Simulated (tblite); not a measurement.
Isomers of C5H5O3P. Calculated harmonic vibrations of the isolated species, GFN2-xTB (tblite), most abundant isotopes, no scaling. Errors from tens to a few hundred cm⁻¹ against measured bands are possible. One conformer each.

Electronic energies: GFN2-xTB at the same geometries; isomer energies are rough at this level and their order can be wrong.

```json
{"SMILES": "COC(=O)c1occp1", "electronic energy, lowest = 0 (kcal/mol)": "0.7"}
{"SMILES": "COC(=O)c1cocp1", "electronic energy, lowest = 0 (kcal/mol)": "0.0"}
{"SMILES": "COC(=O)c1cpco1", "electronic energy, lowest = 0 (kcal/mol)": "3.6"}
{"SMILES": "COc1coc(C=O)p1", "electronic energy, lowest = 0 (kcal/mol)": "18.4"}
```

How do GFN2-xTB zero-point energies change the relative energies?

```json
{"SMILES": "COC(=O)c1cocp1", "ZPE (kcal/mol)": "58.7", "of it from modes above 1550 cm⁻¹": "24.3", "electronic (kcal/mol)": "0.0", "with ZPE, lowest = 0 (kcal/mol)": "0.0", "lowest mode (cm⁻¹)": "37", "rings": "1"}
{"SMILES": "COC(=O)c1occp1", "ZPE (kcal/mol)": "58.7", "of it from modes above 1550 cm⁻¹": "24.3", "electronic (kcal/mol)": "0.7", "with ZPE, lowest = 0 (kcal/mol)": "0.7", "lowest mode (cm⁻¹)": "34", "rings": "1"}
{"SMILES": "COC(=O)c1cpco1", "ZPE (kcal/mol)": "58.6", "of it from modes above 1550 cm⁻¹": "24.3", "electronic (kcal/mol)": "3.6", "with ZPE, lowest = 0 (kcal/mol)": "3.5", "lowest mode (cm⁻¹)": "50", "rings": "1"}
{"SMILES": "COc1coc(C=O)p1", "ZPE (kcal/mol)": "58.1", "of it from modes above 1550 cm⁻¹": "23.6", "electronic (kcal/mol)": "18.4", "with ZPE, lowest = 0 (kcal/mol)": "17.7", "lowest mode (cm⁻¹)": "88", "rings": "1"}
```

The zero-point energies span 0.6 kcal/mol, from `COc1coc(C=O)p1` to `COC(=O)c1cocp1`. The order is unchanged.

What do entropy and thermal enthalpy add at 298.15 K and 1 bar (rigid rotor, harmonic oscillator, one conformer each)?

```
        SMILES  point group  symmetry number  S (cal/(mol K))  H − H(0) (kcal/mol)  ZPE + H − H(0) − TS (kcal/mol)
COC(=O)c1cocp1           Cs                1             96.1                 6.20                            36.2
COC(=O)c1cpco1           Cs                1             95.0                 6.14                            36.4
COc1coc(C=O)p1           Cs                1             93.1                 6.17                            36.5
```

Not tabulated: `COC(=O)c1occp1` (point group not settled).
